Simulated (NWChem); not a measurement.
Atomisation of CH3Se2

```
C
H 1 1.1053
H 1 1.1053 2 110.43
H 1 1.1079 2 110.49 3 122.55
Se 1 1.9778 2 109.13 3 -119.95
Se 5 2.2568 1 103.79 2 60.37
```
Charge 0, spin multiplicity 2.

Everything below was run with NWChem. Structure: optimised with UPBE/def2-SVP, a minimum by its harmonic frequencies.

Basis set: def2-TZVP. The atomisation energy is electronic alone: no zero-point, thermal, spin-orbit or counterpoise terms. No value is extrapolated to the basis-set limit. Free atoms are single determinants with multiplicities C 3, Se 3, H 2.

The Hamiltonian is non-relativistic. B3LYP has NWChem's definition, with VWN1-RPA local correlation. The structure started from a generated list of species. The unpaired electrons of the parent sit in orbitals of symmetry a" (Cs labels of the run); other states weren't searched. The stability of the SCF solutions was not checked.

For the atomisation energy, B3LYP gives 436.5 kcal/mol and PBE gives 452.5 kcal/mol. What do PBE0, BP86, TPSS give?

PBE0: 440.8 kcal/mol; BP86: 457.2 kcal/mol; TPSS: 448.8 kcal/mol.
